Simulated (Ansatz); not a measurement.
`[F][GeH2][Cl]` + CH₃NH₂ → `C[NH][GeH2][Cl]` + H–F at 600 K and 1 bar (ligand exchange at a Ge–F bond).

Isolated molecules relaxed with PBE0-D4/def2-TZVP in Ansatz; ΔE leaves out vibrations. CBS: MP2 limit from def2 TZ/QZ plus the TZ coupled-cluster correction, frozen cores. This one scheme is used for every species. For Ge outer-core shells are correlated without core-valence functions, which leaves a few kJ/mol of doubt a bond. Scalar relativity is left out up to krypton. One conformer a species, not always the lowest.

```csv
species,CCSD(T)/CBS energy (Eh),H − E (kJ/mol),S (J/(mol·K))
`[F][GeH2][Cl]`,-2636.95386,88.0,347.0
CH₃NH₂,-95.75281,199.3,283.8
`C[NH][GeH2][Cl]`,-2632.29815,245.4,426.6
H–F,-100.39570,42.3,194.0
```

H − E and S are ideal-gas, rigid-rotor, harmonic terms from PBE0-D4/def2-TZVP, for one conformer and one mirror image of each species. 1 Eh = 2625.50 kJ/mol, R = 8.31446 J/(mol·K).

Problem. By hand: ΔE, ΔH, ΔS and ΔG.

Solution. ΔE = (-2632.29815) + (-100.39570) − (-2636.95386) − (-95.75281) = 0.01282 Eh = 33.7 kJ/mol. Δ(H − E) = 245.4 + 42.3 − 88.0 − 199.3 = 0.4, so ΔH = 34.1 kJ/mol. ΔS = 426.6 + 194.0 − 347.0 − 283.8 = -10.2 J/(mol·K). ΔG = 34.1 − 600 × (-10.2)/1000 = 40.2 kJ/mol.

Problem. By hand: the equilibrium constant, and the temperature at which ΔG would vanish if ΔH and ΔS stayed fixed.

Solution. log₁₀ K = −ΔG/(RT ln 10) = -3.5. ΔH and −TΔS have one sign here, so there is no such temperature.

The number of gas molecules stays the same, so ΔS is small and ΔH decides. A doubt of 5 kJ/mol in ΔE shifts log₁₀ K by 0.4 here. Other conformers and mirror images would add mixing entropy, several J/(mol·K) or more a flexible species. These are equilibria of isolated gas molecules and say nothing of rates. Largest T1 diagnostic: 0.011 (customary marks: 0.02 for closed shells, 0.045 for open ones).

ΔS is within the doubt of such terms, so its sign, and with it that verdict, could turn.
